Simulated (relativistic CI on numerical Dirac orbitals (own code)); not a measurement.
# Ligand-field terms of d3

Computed with a parametric ligand-field model of a d^n configuration (Racah B and C, spin-orbit zeta, crystal field), exact diagonalisation.

Field parameters in Wybourne normalisation: Td as Oh with Dq negative (B⁴₀ = 21Dq, B⁴₄ = √(5/14) B⁴₀). The field is a parameter set, without covalency.

Task: Ground term and bands for B = 590, C = 2490, ζ = 0 cm⁻¹, Td, 10Dq = -9620 cm⁻¹?

Result: Ground term 4T1 with 1.95 electrons in the two orbitals of the cubic e set. Spin-allowed: 4T2 8647 cm⁻¹ (1156 nm), 4T1 16524 cm⁻¹ (605 nm), 4A2 18267 cm⁻¹ (547 nm). Lowest spin-forbidden: 2E 2260 cm⁻¹, 2T1 10461 cm⁻¹ (956 nm), 2T2 10860 cm⁻¹ (921 nm).

Task: Ground term and bands for B = 590, C = 2490, ζ = 0 cm⁻¹, Td, 10Dq = -3780 cm⁻¹?

Result: Ground term 4T1 with 1.89 electrons in the two orbitals of the cubic e set. Spin-allowed: 4T2 3226 cm⁻¹ (3100 nm), 4A2 7006 cm⁻¹ (1427 nm), 4T1 11522 cm⁻¹ (868 nm). Lowest spin-forbidden: 2E 7859 cm⁻¹ (1272 nm), 2T1 10631 cm⁻¹ (941 nm), 2T2 10710 cm⁻¹ (934 nm).

Task: Ground term and bands for B = 590, C = 2490, ζ = 0 cm⁻¹, Td, 10Dq = -4310 cm⁻¹?

Result: Ground term 4T1 with 1.90 electrons in the two orbitals of the cubic e set. Spin-allowed: 4T2 3702 cm⁻¹ (2701 nm), 4A2 8012 cm⁻¹ (1248 nm), 4T1 11944 cm⁻¹ (837 nm). Lowest spin-forbidden: 2E 7371 cm⁻¹ (1357 nm), 2T1 10625 cm⁻¹ (941 nm), 2T2 10753 cm⁻¹ (930 nm).

Task: Ground term and bands for B = 590, C = 2490, ζ = 0 cm⁻¹, Td, 10Dq = -5370 cm⁻¹?

Result: Ground term 4T1 with 1.92 electrons in the two orbitals of the cubic e set. Spin-allowed: 4T2 4667 cm⁻¹ (2143 nm), 4A2 10037 cm⁻¹ (996 nm), 4T1 12814 cm⁻¹ (780 nm). Lowest spin-forbidden: 2E 6374 cm⁻¹ (1569 nm), 2T1 10600 cm⁻¹ (943 nm), 2T2 10808 cm⁻¹ (925 nm).

Task: Ground term and bands for B = 590, C = 2490, ζ = 0 cm⁻¹, Td, 10Dq = -5900 cm⁻¹?

Result: Ground term 4T1 with 1.92 electrons in the two orbitals of the cubic e set. Spin-allowed: 4T2 5154 cm⁻¹ (1940 nm), 4A2 11054 cm⁻¹ (905 nm), 4T1 13259 cm⁻¹ (754 nm). Lowest spin-forbidden: 2E 5868 cm⁻¹ (1704 nm), 2T1 10584 cm⁻¹ (945 nm), 2T2 10826 cm⁻¹ (924 nm).
